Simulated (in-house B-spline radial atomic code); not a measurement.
Results of a calculation; reference values are marked as such.
**C6 from the polarisability at imaginary frequency: Al³⁺**

BP86 linear response of the closed shell [He] 2s2 2p6, from an all-electron radial atomic-structure program (B-spline basis); non-relativistic, point nucleus, no spin-orbit coupling.

The dispersion coefficient of two like species is C6 = (3/π) ∫ α(iu)² du from 0 to ∞.

| u (hartree) | α(iu) (bohr³) |
| --- | --- |
| 0 | 0.282 |
| 0.24 | 0.281 |
| 0.56 | 0.2765 |
| 0.96 | 0.2667 |
| 1.6 | 0.2441 |
| 2.4 | 0.2112 |
| 3.6 | 0.1653 |
| 5.6 | 0.1103 |
| 8 | 0.07185 |
| 12 | 0.04021 |
| 20 | 0.01744 |
| 40 | 0.005043 |

Task: Fit one oscillator, α(iu) = α(0)/(1 + u²/ω²), through u = 5.6 and estimate C6.

Result: From α(0)/α(iu) − 1 = 0.282/0.1103 − 1 = 1.5567, ω = u/√1.5567 = 4.4884 hartree (122.1 eV). London's formula gives C6 = (3/4) α(0)² ω = 0.75 × 0.282² × 4.4884 = 0.2677 hartree·bohr⁶, and the oscillator holds f = α(0) ω² = 5.68 electrons, of a sum of oscillator strengths of 10.0.

Task: How does that compare with the full integral?

Result: The program's quadrature over all excitations gives C6 = 0.264, so the single oscillator is off by +1.4 %. At the last point the fit gives α = 0.00351 against 0.00504: higher excitations, and deeper shells where there are any, keep the true curve higher at large u.
